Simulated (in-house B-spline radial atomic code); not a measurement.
Hg3+: 2s2 2p6 3s2 3p6 3d10 4s2 4p6 4d10 4f14 5s2 5p6 5d10 6s1 (with a hole in an inner shell)

All numbers are computed (Dirac-Hartree-Fock, average of configuration; Fermi nucleus of rms radius 5.4648 fm) with a B-spline radial code for spherical atoms, not measured.

Z_r = [3n² - l(l+1)]/(2<r>); Z_e = n√(-2ε); the last column is Slater's effective charge. Values are occupation-weighted means over j. An effective charge above Z reflects the relativistic contraction of the inner shells.

| shell | electrons | ε (eV) | <r> (bohr) | Z_r | Z_e | Slater |
| --- | --- | --- | --- | --- | --- | --- |
| 2s | 2 | -15692 | 0.06794 | 88.31 | 67.92 | 77.55 |
| 2p | 6 | -13841 | 0.06115 | 81.76 | 63.79 | 77.55 |
| 3s | 2 | -3867.1 | 0.1757 | 76.84 | 50.58 | 70.75 |
| 3p | 6 | -3299.3 | 0.1756 | 71.17 | 46.72 | 70.75 |
| 3d | 10 | -2605.2 | 0.1599 | 65.66 | 41.51 | 60.85 |
| 4s | 2 | -934.86 | 0.3879 | 61.87 | 33.16 | 54.25 |
| 4p | 6 | -738.62 | 0.4084 | 56.32 | 29.47 | 54.25 |
| 4d | 10 | -476.4 | 0.4296 | 48.88 | 23.67 | 42.85 |
| 5s | 2 | -191.8 | 0.8747 | 42.87 | 18.77 | 24.35 |
| 4f | 14 | -188.05 | 0.4517 | 39.85 | 14.87 | 31.45 |
| 5p | 6 | -133.5 | 0.9826 | 37.14 | 15.66 | 24.35 |
| 5d | 10 | -57.754 | 1.264 | 27.29 | 10.30 | 10.85 |
| 6s | 1 | -40.223 | 2.171 | 24.87 | 10.32 | 6.70 |

The least bound orbital is 6s1/2 at -40.22 eV, and it is also the most diffuse (<r> = 2.171 bohr).

Spin-orbit splittings of the orbital energies (j = l + 1/2 above j = l - 1/2 when positive): 2p 2127 eV, 3p 480.6 eV, 3d 104.7 eV, 4p 119.1 eV, 4d 23.26 eV, 4f 5.242 eV, 5p 22.32 eV, 5d 2.84 eV.
